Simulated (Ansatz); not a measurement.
Ways to break one bond of [CH3][Ge]([F])([F])[F] [trifluoro(methyl)germane]:

A. [CH3][Ge]([F])([F])[F] → [CH3] (CH3) + [F][Ge]([F])[F]
B. [CH3][Ge]([F])([F])[F] [trifluoro(methyl)germane] → [CH2][Ge]([F])([F])[F] + H atom

Quantity: bond dissociation energy (electronic energy difference), kcal/mol. Structures are relaxed separately at B3LYP-D3(BJ)/def2-TZVP in Ansatz (a quantum-chemistry and plane-wave program), one conformer each, not searched for the lowest. Correlated levels leave the core frozen unless marked. UHF or UKS for open shells. Spin-orbit coupling is left out. Frozen are the shells of the preceding noble gas and the d and f shells that filled before the atom's block. No relativistic terms. CBS(X,Y): correlation extrapolated as X^-3; Hartree-Fock from the larger set. [CCSD(T)-MP2]/basis is that difference in the basis named.

|  | PBE-D4/def2-TZVPD (Ansatz + dftd4) | LC-wPBE-D3(BJ)/def2-TZVPD (Ansatz + dftd3) | MP2/6-31G* (Ansatz) | RI-MP2/CBS(cc-pVTZ,cc-pVQZ)+[CCSD(T)-MP2]/cc-pVTZ (Ansatz) |
|---|---|---|---|---|
| A | 86.6 | 90.0 | 91.4 | ___ |
| B | 109.8 | 108.4 | 103.2 | ___ |

Problem. Some entries are withheld; supply them.

Solution. 
- A, RI-MP2/CBS(cc-pVTZ,cc-pVQZ)+[CCSD(T)-MP2]/cc-pVTZ (Ansatz): 93.1
- B, RI-MP2/CBS(cc-pVTZ,cc-pVQZ)+[CCSD(T)-MP2]/cc-pVTZ (Ansatz): 112.5
